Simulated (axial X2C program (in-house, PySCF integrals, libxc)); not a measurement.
CsO⁺: bond constants with and without spin–orbit coupling

Computed with an in-house all-electron X2C program for linear molecules (integrals from PySCF). Spin-free means the one-electron spin-free X2C Hamiltonian; two-component (2c) means X2C with spin–orbit coupling and atomic mean-field two-electron Coulomb and Gaunt terms, so the difference of the two also holds small scalar two-electron terms. Basis: Cs dyall-cv3z [15s15p9d4f1g], O dyall-av3z [7s6p3d2f] (cores contracted in-house); Gaussian nuclei, density fitting, unrestricted open shells. Masses: Cs 132.905 u, O 15.995 u.

Input file and command:
```json
{"zs": [55, 8], "q": 1, "bas": ["dyall-cv3z", "dyall-av3z"], "levels": ["PBE0", "HF", "BHandHLYP"], "cc": true, "r0": 2.66, "thr": -2.0, "nmax": 90, "npts": 10, "nst": 2, "ntry": 6}
```
```bash
python so2c.py task.json out
```

Keys: zs atomic numbers; q charge; bas basis sets; levels methods; cc coupled cluster on or off; r0 starting distance in Å; thr threshold in hartree for freezing inner shells (an s shell follows its p shell); nmax most natural virtual spinors; npts points on the curve; nst determinants followed; ntry starts of the search. HF also brings MP2.

State, spin-free: M_S = 1, Λ = 0 (beyond evenly filled blocks: π+α, π-α); electrons by block: σα: 14, σβ: 14, π+α: 7, π+β: 6, π-α: 7, π-β: 6, δ+α: 2, δ+β: 2, δ-α: 2, δ-β: 2. Fragments: Cs+ + O.

State, 2c: Ω = 1 (⟨Sz⟩ = 1.00, ⟨Lz⟩ = 0.00 at PBE0); electrons by block: 1/2: 20, -1/2: 21, 3/2: 9, -3/2: 8, 5/2: 2, -5/2: 2. Fragments: Cs+ + O.

```tsv
Hamiltonian	level	Re (Å)	ωe (cm⁻¹)	ωexe (cm⁻¹)	Be (cm⁻¹)	αe (cm⁻¹)	De (eV)	k (mdyn/Å)	μ (D)
spin-free	PBE0	3.373	86.9	2.33	0.1038	0.00298	0.128	0.0635	-1.21
spin-free	HF	3.547	71.2	2.42	0.09386	0.00309	0.093	0.0427	-1.44
spin-free	MP2	3.398	87.4	2.53	0.1023	0.00287	0.125	0.0642	n/a
spin-free	CCSD	3.411	86.7	2.5	0.1015	0.00284	0.130	0.0633	n/a
spin-free	CCSD(T)	3.400	88.3	2.5	0.1022	0.00281	0.114	0.0655	n/a
spin-free	BHandHLYP	3.380	87.9	2.61	0.1033	0.00301	0.118	0.065	-1.26
2c	PBE0	3.373	86.9	2.33	0.1038	0.00297	0.128	0.0636	-1.21
2c	HF	3.548	71.2	2.42	0.09379	0.00308	0.093	0.0426	-1.44
2c	MP2	3.399	87.3	2.53	0.1022	0.00287	0.122	0.0642	n/a
2c	CCSD	3.411	86.7	2.51	0.1015	0.00284	0.128	0.0633	n/a
2c	CCSD(T)	3.399	88.3	2.52	0.1022	0.00282	0.107	0.0656	n/a
2c	BHandHLYP	3.381	87.8	2.61	0.1033	0.00301	0.118	0.0649	-1.26
```

Correlated methods: 14 electrons correlated (number of frozen shells: Cs 4 s, 3 p, 2 d; O 1 s), 296 virtual spin orbitals or spinors in MP2, 90 natural virtuals in coupled cluster.

Dipoles are positive if O is the positive end and refer to the centre of mass.

The state is one determinant whose occupation by symmetry is held fixed; it was picked as the lowest of a PBE0 search that is not exhaustive. Dissociation energies refer to the lowest single-determinant-based atoms at the same level and basis. Density functionals use the spin component along the axis (collinear). Coupled cluster ran in a truncated set of natural virtual spinors; the MP2 energy of the rest was added. (T) has no such correction and the atoms are truncated less, which lowers De at CCSD(T) by a hundredth of an eV or more. In 2c an atomic determinant is not the ground J level, so De misses part of the atomic spin–orbit lowering. This holds for PBE0, BHandHLYP. PBE0 can misorder states that lie within some tenths of an eV, so this need not be the ground state of the molecule. The nearest other spin-free determinant of the search, M_S = 1, Λ = 1, lies 0.33 eV up at the distance of the search. The functionals have no current-density term, which raises determinants with orbital currents, atoms included. With several unpaired electrons one determinant need not be a pure state. Open-shell Ω = 0 determinants with evenly filled partner blocks cannot be reached by this program, so the Ω shown need not be the lowest component. This is the Ω = 1 component of a π² triplet; the 0⁺ component is not one determinant and can lie lowest.

Rough cost a point (2c) on 1 thread(s) of a shared host, integrals apart: PBE0 0.5 s, HF 0.6 s, CCSD(T) 6 s, BHandHLYP 0.6 s.

The whole task took 2.5 min on 1 thread of Arm Neoverse V1 (shared host).
